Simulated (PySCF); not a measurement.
Steps of a relaxation of [Gd(PH3)]3+

[Gd(PH3)]3+ (singlet in the valence; each metal's 4f electrons, 7 of them, lie in its core potential, out of spins and levels). PySCF 2.14.0, RKS TPSS, Gd lcecp-1-SVP with ECP53, P def2-SVP, H def2-SVP; non-relativistic Hamiltonian with scalar-relativistic core potentials where named; density fitting; no spin-orbit coupling. Origin of the start: template. Columns: position (Å) and force (eV/Å). Energies are counted from the last step; some of the 5 steps are shown. Forces carry noise of the integration grid, about 0.01 to 0.03 eV/Å.

Run from Python with OMP_NUM_THREADS=2. Where DIIS fails, smearing, a level shift and second-order steps follow.
It took 9.8 s on 2 threads of Arm Neoverse V1, on a shared host, from the converged density of the start.

```xyz
5
step 0  E = 0.282 eV
Gd    0.0000    0.0000   -0.5276     0.00    0.00   -0.02
P     0.0000    0.0000    2.3849     0.00    0.00    1.39
H     1.2100    0.0000    3.1281     0.71    0.00   -0.45
H    -0.6050    1.0479    3.1281    -0.36    0.62   -0.45
H    -0.6050   -1.0479    3.1281    -0.36   -0.62   -0.45
```

```xyz
5
step 1  E = 0.060 eV
Gd    0.0000    0.0000   -0.4825     0.00    0.00   -0.01
P     0.0000    0.0000    2.4545     0.00    0.00    1.10
H     1.2924    0.0000    3.0898    -0.01    0.00   -0.36
H    -0.6462    1.1193    3.0898     0.01   -0.01   -0.36
H    -0.6462   -1.1193    3.0898     0.01    0.01   -0.36
```

```xyz
5
step 3  E = 0.001 eV
Gd    0.0000    0.0000   -0.4404     0.00    0.00    0.00
P     0.0000    0.0000    2.5230     0.00    0.00    0.15
H     1.3304    0.0000    3.0529    -0.09    0.00   -0.05
H    -0.6652    1.1521    3.0529     0.05   -0.08   -0.05
H    -0.6652   -1.1521    3.0529     0.05    0.08   -0.05
```

Q: Where does the relaxation end?

A: It converges at step 4 in C3v:
```xyz
5
step 4  E = 0
Gd    0.0000    0.0000   -0.4377
P     0.0000    0.0000    2.5277
H     1.3272    0.0000    3.0505
H    -0.6636    1.1494    3.0505
H    -0.6636   -1.1494    3.0505
```

Q: How did the contacts change?

A: 
```tsv
contact	start (Å)	end (Å)
Gd1–P2 (PH3)	2.912	2.965
```


No frequency check is given that shows the relaxed geometry to be a minimum. An lcecp potential fixes the number of 4f electrons, so in runs with it no electron can move into or out of that shell.
